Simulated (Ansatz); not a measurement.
Li₆H₅, relaxed as a doublet with UKS r2SCAN-D4/def2-TZVP in Ansatz, starting from the GFN2-xTB geometry. Force threshold 0.02 eV/Å.

Another isomer (doublet) lies 0.63 eV lower at PBE0-D4/def2-TZVP; other spin states weren't run for this one.

Start:

```xyz
11

Li    1.039   -2.061   -1.955
Li   -0.852   -1.000   -0.837
Li    1.691   -0.024   -0.650
Li    0.218    1.797    0.442
Li   -0.329   -0.297    1.857
Li   -2.127    0.809    0.464
H     0.714   -0.889    1.018
H    -0.885    1.330    1.824
H    -0.244    1.337   -0.915
H    -2.178   -0.732    0.093
H     2.954   -0.271   -1.341
```

```tsv
step	energy (eV)	largest force component (eV/Å)	SCF passes
1	-1306.9364	1.867	16
2	-1307.8871	0.817	18
3	-1308.4416	0.678	17
4	-1308.8744	0.578	19
5	-1309.1770	0.239	16
6	-1309.2827	0.162	16
7	-1309.3470	0.269	17
8	-1309.4209	0.235	17
9	-1309.4975	0.120	16
10	-1309.5623	0.115	15
11	-1309.5967	0.064	16
12	-1309.6005	0.084	16
13	-1309.6031	0.048	15
14	-1309.6075	0.019	16
15	-1309.6081	0.012	12
16	-1309.6085	0.010	16
17	-1309.6086	0.011	12
```

Force components are those of the run's own axes.

End:

```xyz
11

Li    1.664   -1.796   -2.557
Li   -0.871   -0.407   -1.114
Li    2.233   -0.616   -0.129
Li   -0.002    1.741    0.538
Li   -0.512   -0.378    1.711
Li   -2.320    0.879    0.584
H     0.983    0.189    0.778
H    -1.151    1.323    1.893
H    -1.203    1.395   -0.762
H    -1.743   -0.848    0.478
H     2.923   -1.482   -1.419
```

Bonds lost: Li1–Li2, Li2–Li3, Li3–Li4 (atoms count from 1). Bonds formed: Li1–H11, Li2–H9, Li3–H7, Li4–H7, Li5–H10, Li6–H9 (atoms count from 1).

The force fell under the threshold at step 14, but the optimiser went on. No frequencies were taken in this run, so the end may be a saddle point.

It took 24 s on 4 threads of Arm Neoverse V2 on a shared host.
